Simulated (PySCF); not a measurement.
These are CAM-B3LYP-D3(BJ)/def2-TZVP (PySCF 2.14.0) values and carry that method's errors. Isolated molecules, 0 K electronic values unless said otherwise. One relaxed conformer stands for a flexible species; it need not be the lowest. Excitations are Tamm–Dancoff values on a coarser integration grid. The basis has no diffuse functions, so Rydberg states are missing or too high.

Reference species (SMILES): `[OH][In]([SH])[OH]` (neutral, multiplicity 1).

The HOMO–LUMO gap is 8.31 eV. The S1 oscillator strength comes out as 0.009 and the S1–T1 gap (TDA) is 0.40 eV. The T1 excitation (TDA) is 4.43 eV.

Changed species: `[SH][In]([SH])[SH]` (3 of 3 OH replaced by SH; the reference has 1 of 3 OH replaced by SH).

Q: Predict the effect on the HOMO–LUMO gap, S1 oscillator strength, S1–T1 gap (TDA) and T1 excitation (TDA).

A: the HOMO–LUMO gap falls by 0.20 eV, to 8.11 eV; the S1 oscillator strength hardly moves; the S1–T1 gap (TDA) decreases by 0.04 eV, to 0.36 eV; the T1 excitation (TDA) rises by 0.02 eV, to 4.45 eV.
